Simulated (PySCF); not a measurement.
C7H5FN2.
Bonds: F1–C2, C2–C3 (aromatic), C3–N4 (aromatic), N4–C5 (aromatic), C5–C6 (aromatic), C6–C7 (aromatic), C7–C8 (aromatic), C8–C9 (aromatic), C9–N10 (aromatic), C2–N10 (aromatic), N4–C9 (aromatic). Hydrogens: H11 on C3; H12 on C5; H13 on C6; H14 on C7; H15 on C8.

NICS = −σ at a ghost point: NICS(0) at the centroid of the ring atoms, NICS(1) 1 Å to either side along the normal of their mean plane, zz for the tensor component along that normal. Level: GIAO PBE0/pcSseg-1 (PySCF, non-relativistic, gas phase) on the GFN2-xTB geometry, one conformer.

Rings: 1. C2–C3–N4–C9–N10; 2. N4–C5–C6–C7–C8–C9.

```
set  NICS(0)  NICS(1), two faces  NICS(1)zz, two faces
  P     -7.8         -9.2 / -9.2         -23.0 / -23.0
  Q    -16.8       -13.1 / -13.1         -34.5 / -34.5
```

Task: Which set (ppm) belongs to which ring?

Result: P = 2, Q = 1.
- 1 (5-membered ring with 2 N; formal bonds all aromatic): mean NICS(1)zz -34.5 ppm, shielded. For a flat ring without four-coordinate atoms the NICS criterion counts such a value as aromatic, though in fused rings the probe also feels the neighbouring ring.
- 2 (6-membered ring with N; formal bonds all aromatic): mean NICS(1)zz -23.0 ppm, shielded. The ring is flat and has no four-coordinate atom; by the NICS criterion it is aromatic, though in fused rings the probe also feels the neighbouring ring.

Task: How do the rings differ in shape?

Result: 
```
ring                          bond lengths (Å)  rms pucker (Å)  HOMA  nearest outside atom to a NICS(1) probe (Å)
   1         1.378, 1.360, 1.397, 1.325, 1.335            0.00  0.91                                hydrogen 2.47
   2  1.353, 1.362, 1.409, 1.368, 1.399, 1.397            0.00  0.86                                hydrogen 2.65
```

HOMA = 1 − mean of α(R − Ropt)² over the ring bonds, with Krygowski's 1993 parameters (CC: Ropt 1.388 Å, α 257.7 Å⁻²; CN: Ropt 1.334 Å, α 93.52 Å⁻²).
